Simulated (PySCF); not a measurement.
C₂H₉FSi₂, SMILES C[SiH2][Si@H](C)F. Geometry: PBE-D3(BJ)/def2-SVP. The structure was generated by enumeration; whether it is a known compound was not checked. Other conformers were not sampled.

Computed equilibrium geometry at PBE-D3(BJ)/def2-SVP (PySCF confirms it by a frequency run) as Cartesian coordinates in Å (one conformer of several):
```xyz
14

C      2.1202    -1.5215     0.3203
Si     1.1711    -0.3142    -0.7987
Si    -0.6180     0.6519     0.3881
C     -1.8277    -0.6504     1.0046
F     -1.4247     1.6906    -0.6131
H      2.9619    -1.9872    -0.2308
H      1.4552    -2.3326     0.6797
H      2.5360    -0.9981     1.2046
H      2.0969     0.7603    -1.3097
H      0.6181    -1.0492    -1.9950
H     -0.1156     1.4672     1.5542
H     -1.3221    -1.3323     1.7201
H     -2.6854    -0.1804     1.5276
H     -2.2210    -1.2599     0.1663
```
